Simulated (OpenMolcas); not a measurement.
Pt6+ (d4) among equal point charges was computed by CASSCF with the d shell active (OpenMolcas, ANO-RCC-VDZP on the metal). Its lowest spin-free states, and all those of the highest spin:

| 2S+1 | Degeneracy | E (cm-1) |
| --- | --- | --- |
| 5 | 1 | 0.0 |
| 5 | 1 | 8011 |
| 5 | 1 | 12553 |
| 5 | 2 | 14603 |
| 3 | 2 | 21079 |
| 3 | 1 | 22654 |
| 3 | 1 | 22812 |
| 3 | 1 | 25036 |
| 3 | 2 | 26463 |
| 3 | 1 | 27391 |
| 3 | 1 | 27986 |
| 3 | 2 | 28678 |

Problem. Is the site octahedral, tetrahedral or cube-like, axial, or of lower symmetry?

Solution. The states with 2S+1 = 5 have orbital degeneracies 1, 1, 1, 2. There are pairs but no triples, so the site is axial: not cubic, but with a proper or improper axis of order three or more. The run had Pt6+ among 5 point charges of -1.5 e arranged as a square pyramid (C4v), 1.78 Å from the ion.

Spin-orbit coupling mixes the spin-free states strongly: the lowest level takes only 35 % from its leading state, 2S+1 = 5. Without dynamic correlation the repulsion within the d shell is too large (B by tens of per cent), so at a given field states of lower spin stand too high. Point charges give a weaker field than real ligands, and real ions of this kind are as a rule low spin; the high spin found here belongs to the model. This is an electrostatic model: the charges have no orbitals. An unlabelled pair can be two single states that coincide in this model. No measured value stands beside these numbers.
